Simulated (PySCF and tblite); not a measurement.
Values are calculated unless marked as measured or tabulated.
Molecule: C5H7NO, numbered as in [N:1]#[C:2][C@H:3]1[CH2:4][CH2:5][O:6][CH2:7]1.

The ring 3–4–5–6–7 is held at Altona–Sundaralingam phase angles P (ν_j = ν_max cos(P + 144°(j − 2)), ν_j about the bond from ring atom j to j + 1, counted from 0) and the rest relaxed at GFN2-xTB. Energies: revPBE/pcSseg-1 + D3(BJ). (tblite 0.8, PySCF 2.14.)

GFN2-xTB profile:

(phase angle P °, kcal/mol): (0, 0.25), (18, 0.35), (36, 0.60), (54, 0.86), (72, 0.99), (90, 0.99), (108, 0.89), (126, 0.69), (144, 0.43), (162, 0.17), (180, 0.00), (198, 0.01), (216, 0.15), (234, 0.37), (252, 0.57), (270, 0.71), (288, 0.79), (306, 0.74), (324, 0.58), (342, 0.37)

**Question.** Give the DFT energy and dipole along the phase angle P.

**Answer.** 
```json
{"phase angle P °": "0", "E kcal/mol": "0.55", "dipole D": "4.00", "amplitude °": "41"}
{"phase angle P °": "36", "E kcal/mol": "0.74", "dipole D": "4.24", "amplitude °": "39"}
{"phase angle P °": "72", "E kcal/mol": "0.79", "dipole D": "4.14", "amplitude °": "36"}
{"phase angle P °": "108", "E kcal/mol": "0.82", "dipole D": "3.83", "amplitude °": "35"}
{"phase angle P °": "144", "E kcal/mol": "0.63", "dipole D": "3.37", "amplitude °": "38"}
{"phase angle P °": "180", "E kcal/mol": "0.13", "dipole D": "3.03", "amplitude °": "41"}
{"phase angle P °": "216", "E kcal/mol": "0.00", "dipole D": "3.01", "amplitude °": "41"}
{"phase angle P °": "252", "E kcal/mol": "0.18", "dipole D": "3.02", "amplitude °": "39"}
{"phase angle P °": "288", "E kcal/mol": "0.48", "dipole D": "3.12", "amplitude °": "37"}
{"phase angle P °": "324", "E kcal/mol": "0.60", "dipole D": "3.47", "amplitude °": "39"}
```

**Question.** How free is the pseudorotation?

**Answer.** The sampled points span 0.82 kcal/mol, from P = 216° to P = 108°; RT at 298 K is 0.59 kcal/mol, so it is hindered but fast.
